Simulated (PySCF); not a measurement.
Species: CH4O2Si.
Numbering: `[O:1]=[CH:2][O:3][SiH3:4]` (hydrogens: H5 on C2; H6, H7, H8 on Si4)

Cartesian coordinates in Å at the PBE0-D3(BJ)/def2-SVP level; atoms count from 1:
```xyz
8
CH4O2Si angstrom
O      1.478   -0.995    0.539
C      1.488    0.101    0.050
O      0.397    0.762   -0.320
Si    -1.125   -0.011   -0.078
H      2.406    0.693   -0.147
H     -1.189   -1.270   -0.864
H     -1.345   -0.250    1.373
H     -2.091    0.989   -0.601
```

The calculation used core-valence-separated Tamm–Dancoff BHandHLYP/aug-pcX-1 (pcseg-1 on H, def2-SVPD on Si) in PySCF, non-relativistic, gas phase, PBE0-D3(BJ)/def2-SVP geometry. The energies are unshifted.

The lowest roots of each edge with f over 0.003 (five at most, numbered afresh; weaker and dark ones are left out), with transition dipoles (au) in the frame of the coordinates:

```
root  edge  E (eV)       μx       μy       μz
   1     C  284.92   0.0078  -0.0463  -0.1011
   2     C  289.68  -0.0496  -0.0300   0.0098
   3     C  290.16   0.0135  -0.0154   0.0080
   4     C  291.29   0.0019  -0.0122  -0.0269
   5     C  292.18   0.0292  -0.0139   0.0101
   6     O  529.36  -0.0042   0.0248   0.0541
   7     O  532.46   0.0027  -0.0165  -0.0362
   8     O  533.52  -0.0306  -0.0163   0.0054
   9     O  533.77   0.0171   0.0032  -0.0002
  10     O  535.02   0.0116   0.0183  -0.0075
```

**Question.** What are the oscillator strengths?

**Answer.** f = (2/3) ΔE |μ|², with ΔE in hartree (27.2114 eV):

```tsv
root	ΔE (Eh)	|μ|² (au)	f	core hole on
1	10.4704	0.012420	0.087	C2
2	10.6455	0.003459	0.025	C2
3	10.6631	0.000483	0.003	C2
4	10.7045	0.000875	0.006	C2
5	10.7373	0.001148	0.008	C2
6	19.4534	0.003564	0.046	O1
7	19.5676	0.001591	0.021	O3
8	19.6064	0.001234	0.016	O3
9	19.6158	0.000303	0.004	O1
10	19.6617	0.000528	0.007	O3
```

**Question.** Molecules are fixed in this frame and the field points along (0, 1, 1)/√2. What effective strengths 3 f cos²θ do the roots have (θ between field and μ)?

**Answer.** root 1 (C2): 0.227, root 2 (C2): 0.004, root 3 (C2): 0.001, root 4 (C2): 0.016, root 5 (C2): 0.000, root 6 (O1): 0.121, root 7 (O3): 0.054, root 8 (O3): 0.002, root 9 (O1): 0.000, root 10 (O3): 0.002. Root 1 is the strongest. Averaged over all orientations cos²θ is 1/3, which gives f back.

One conformer stands for the species.
